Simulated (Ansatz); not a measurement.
Reaction (ligand exchange at the Sn–Cl bond): `[CH3][Sn]([OH])([OH])[Cl]` + H–F → `[CH3][Sn]([OH])([OH])[F]` + HCl

Gas-phase electronic energies from Ansatz, PBE0-D4/def2-TZVP geometries. CCSD(T)/CBS adds triple-zeta CCSD(T) − MP2 to the extrapolated MP2 energy (def2 sets, frozen cores). This one scheme is used for every species. Functionals use def2-TZVPP. HSE06 is defined as in plane-wave codes. Elements past krypton have def2 core potentials. For Sn outer-core shells are correlated without core-valence functions, which leaves a few kJ/mol of doubt a bond. Each species was taken in one conformer, which may not be the lowest.

```tsv
level	ΔE (kJ/mol)	difference from CCSD(T)/CBS
revPBE-D4	31.4	-3.3
B97M-V	25.3	-9.4
PBE0-D4	36.9	2.2
r2SCANh-D4	31.8	-2.9
HSE06-D4	37.5	2.8
BHLYP-D4	34.5	-0.2
PBE-QIDH	37.6	2.9
revPBE	26.2	-8.5
r2SCAN	28.2	-6.5
PBE0	33.7	-1.0
BHLYP	28.4	-6.3
CCSD/def2-SVP	23.9	-10.8
HF/def2-TZVPP	31.0	-3.7
MP2/def2-TZVPP	38.3	3.6
SCS-MP2/def2-TZVPP	32.2	-2.5
CCSD(T)/def2-TZVPP	32.2	-2.5
CCSD(T)/CBS	34.7	0
```

Largest T1 diagnostic among the species: 0.014.

Leaving LDA and LC-ωPBE aside and taking each functional with its dispersion term where it has one, the values, not all of them listed here, spread over 12.9 kJ/mol, from CAM-B3LYP-D4 to PBE-QIDH. LDA lies +4.1 kJ/mol from PBE without D4. From PBE to PBE0 (25 % exact exchange), in def2-TZVPP and without D4, ΔE moves by +6.3 kJ/mol. At CCSD(T), def2-SVP lies −10.6 kJ/mol from the extrapolated value and def2-TZVPP −2.5 kJ/mol.

CCSD(T)/CBS has its own doubt, a few kJ/mol and more with outer-core shells, so smaller differences from it don't rank the levels.
